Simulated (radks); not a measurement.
Task: These are the eigenvalues of the occupied orbitals of an atom or ion with whole-number occupations (hartree). Method: Dirac Kohn-Sham, Slater X-alpha with alpha = 0.667, spin-unpolarised, spherical densities, finite nucleus; Fermi nuclear charge, rms radius of each element as measured or else 0.836 A^(1/3) + 0.57 fm; computed with a radial shooting solver on a logarithmic mesh with Libxc functionals.

| orbital | eigenvalue |
|---|---|
| 1s1/2 | -1064.434 |
| 2s1/2 | -160.8666 |
| 2p1/2 | -150.3652 |
| 2p3/2 | -141.9023 |
| 3s1/2 | -31.20968 |
| 3p1/2 | -26.93620 |
| 3p3/2 | -25.39150 |
| 3d3/2 | -17.80658 |
| 3d5/2 | -17.48740 |
| 4s1/2 | -5.14342 |
| 4p1/2 | -3.71993 |
| 4p3/2 | -3.43887 |
| 4d3/2 | -1.21193 |
| 4d5/2 | -1.17343 |
| 5s1/2 | -0.62214 |
| 5p1/2 | -0.36162 |
| 5p3/2 | -0.34075 |

Which element is it, and in what charge state? The configuration may be excited. Open shells, if any, are shared by 2j + 1.

Result: Z = 50, tin, charge +1: Sn+ in [Kr] 4d10 5s2 5p1. The list shows which subshells hold electrons but not how many an open one holds; the 1s level, -1064.4 hartree, gives Z - s = 46.1 by -(Z - s)^2/2, which with screening and relativity narrows Z to a few neighbours, and the depths of the outer levels then fix element, charge and occupations together.
